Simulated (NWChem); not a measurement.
# CH$_{5}$ClO$_{2}$Si; SMILES C[Si](Cl)(O)O

```xyz
10

C      1.6904     1.0797    -0.2610
Si    -0.0152     0.4140    -0.0322
O     -1.0768     0.8293    -1.2324
O     -0.5832     0.9824     1.4046
Cl     0.0542    -1.6698    -0.0201
H      1.6614     2.1788    -0.3136
H      2.3319     0.7895     0.5842
H      2.1413     0.6964    -1.1880
H     -1.2824     0.1522    -1.8829
H     -1.5142     0.8286     1.5920
```
Atoms are numbered in this order, from 1.

Computed with NWChem. Pople sets run with spherical d functions. Coordinates come from a PBE0/def2-SVP optimisation. Level: M05-2X/6-31G* with SMD (1 M gas to 1 M solution), gas-phase geometry. Reactions with the solvent are ignored.

For solvent diethyl ether:

```
Quantity                                     Value
-------------------------------------------  -----
solvation free energy (kcal/mol)              -7.1
cavity-dispersion-structure term (kcal/mol)   -2.5
dipole in solution (D)                        1.39
```

What are these values for solvent water?


| Item | Value |
|---|---|
| solvation free energy (kcal/mol) | -9.2 |
| cavity-dispersion-structure term (kcal/mol) | 3.0 |
| dipole in solution (D) | 1.50 |
